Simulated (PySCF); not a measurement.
Several orderings of computed values.

Species are written as SMILES; each is one conformer at its optimised geometry, gas phase, non-relativistic unless stated; the electronic structure was computed with PySCF and density fitting.

The conformers computed, where there is a choice (atom-mapped SMILES and torsion angles):
- `[F:1][SiH2:2][c:3]1[cH:4][nH:5][cH:6][n:7]1`: F1–Si2–C3–C4 0°
- `[F:1][C:2]([F:3])([F:4])[c:5]1[cH:6][cH:7][p:8][cH:9][p:10]1`: F1–C2–C5–C6 -61°
- `[F:1][SiH2:2][n:3]1[cH:4][cH:5][n:6][cH:7]1`: F1–Si2–N3–C4 180°
- `[N:1]#[C:2]/[CH:3]=[C:4](\[F:5])[SiH2:6][NH2:7]`: C3–C4–Si6–N7 -21°, H–N7–Si6–C4 -53°, H–N7–Si6–C4 169°
- `[CH3:1][O:2][c:3]1[cH:4][cH:5][s:6][cH:7]1`: C1–O2–C3–C4 179°
- `[N:1]#[C:2][C@@H:3]([F:4])/[CH:5]=[N:6]\[SiH3:7]`: C2–C3–C5–N6 71°
- `[CH3:1][CH2:2]/[C:3]([Cl:4])=[CH:5]\[C:6](=[O:7])[Cl:8]`: C1–C2–C3–Cl4 -86°, C3–C5–C6–O7 -4°
- `[H]/[P:4]=[CH:3]\[CH:2]=[CH2:1]`: C1–C2–C3–P4 180°
- `[CH3:1][C@@H:2]1[NH:3][C@H:4]1[CH2:5][F:6]`: N3–C4–C5–F6 157°

Question: Rank by electronic spatial extent ⟨r²⟩ about the centre of nuclear charge, lowest first (CAM-B3LYP/def2-SVPD at GFN2-xTB geometries).
A. `C#CPC`
B. `F[SiH2]c1c[nH]cn1`
C. `F[SiH2]n1ccnc1`
D. `N#C/C=C(\F)[SiH2]N`
E. `FC(F)(F)c1ccpcp1`

Answer: A (417 bohr²), C (900 bohr²), B (960 bohr²), D (1143 bohr²), E (1874 bohr²).

Q: By how much do the two ends of that ranking differ?

A: By 1457 bohr², between `FC(F)(F)c1ccpcp1` and `C#CPC`.

Question: Rank by smallest rotational constant, lowest first (GFN2-xTB).
A. `COc1ccsc1`
B. `F[SiH2]c1c[nH]cn1`
C. `[H]/P=C\C=C`
D. `N#C/C=C(\F)[SiH2]N`
E. `N#C[C@@H](F)/C=N\[SiH3]`
F. `CC/C(Cl)=C\C(=O)Cl`
G. `C#CPC`

Answer: F (0.608 GHz), D (0.946 GHz), E (1.086 GHz), B (1.142 GHz), A (1.238 GHz), C (2.545 GHz), G (3.123 GHz).

Q: Give the two extremes of that set in cm⁻¹.

A: `CC/C(Cl)=C\C(=O)Cl`: 0.0203 cm⁻¹; `C#CPC`: 0.1042 cm⁻¹.

Question: Rank by HOMO–LUMO gap, lowest first (CAM-B3LYP/def2-SVPD at GFN2-xTB geometries).
A. `C(=P/[H])/C=C`
B. `COc1ccsc1`
C. `CC/C(Cl)=C\C(=O)Cl`
D. `C[C@@H]1N[C@H]1CF`
E. `N#C/C=C(\F)[SiH2]N`
F. `FC(F)(F)c1ccpcp1`

Answer: A (6.84 eV), F (7.30 eV), C (8.07 eV), B (8.43 eV), E (8.67 eV), D (10.08 eV).

Q: Give the two extremes of that set in kcal/mol.

A: `[H]/P=C\C=C`: 158 kcal/mol; `C[C@@H]1N[C@H]1CF`: 232 kcal/mol.

Question: Rank by dipole moment, lowest first (CAM-B3LYP/def2-SVPD at GFN2-xTB geometries).
A. `O(C)c1ccsc1`
B. `F[SiH2]C1=CNC=N1`
C. `N#C[C@@H](F)/C=N\[SiH3]`
D. `[H]/P=C\C=C`
E. `N#C/C=C(\F)[SiH2]N`

Answer: A (1.05 D), D (1.33 D), C (2.70 D), B (4.01 D), E (6.13 D).

Question: Rank by lowest singlet excitation, lowest first (TDDFT CAM-B3LYP/def2-SVPD at GFN2-xTB geometries).
A. `CC/C(Cl)=C\C(=O)Cl`
B. `FC(F)(F)c1ccpcp1`
C. `N#C/C=C(\F)[SiH2]N`
D. `[SiH2](F)c1nc[nH]c1`
E. `C[C@@H]1N[C@H]1CF`
F. `[H]/P=C\C=C`
G. `COc1ccsc1`

Answer: B (4.17 eV), A (4.48 eV), F (4.59 eV), G (5.48 eV), C (5.96 eV), D (6.41 eV), E (6.88 eV).

Question: Rank by HOMO energy, lowest first (CAM-B3LYP/def2-SVPD at GFN2-xTB geometries).
A. `F[SiH2]c1c[nH]cn1`
B. `FC(F)(F)C1=PC=PC=C1`
C. `[H]/P=C\C=C`
D. `C[C@@H]1N[C@H]1CF`

Answer: B (-8.98 eV), D (-8.68 eV), A (-8.32 eV), C (-7.92 eV).
